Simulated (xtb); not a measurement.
xtb input:

```bash
xtb mol.xyz --gfn 2 --sp --chrg -1 --uhf 0
```
mol.xyz:
```
3

Al     0.00000000     0.00000000     0.00000000
O      0.00000000     0.00000000     1.64976943
O     -0.00000000    -0.00000000    -1.64976943
```

Task: Which total energy does the run end on?

Result: -9.49517 Eh (GFN2-xTB).

This state (charge -1, singlet) is run at the relaxed geometry of the species with charge 0 and multiplicity 2.
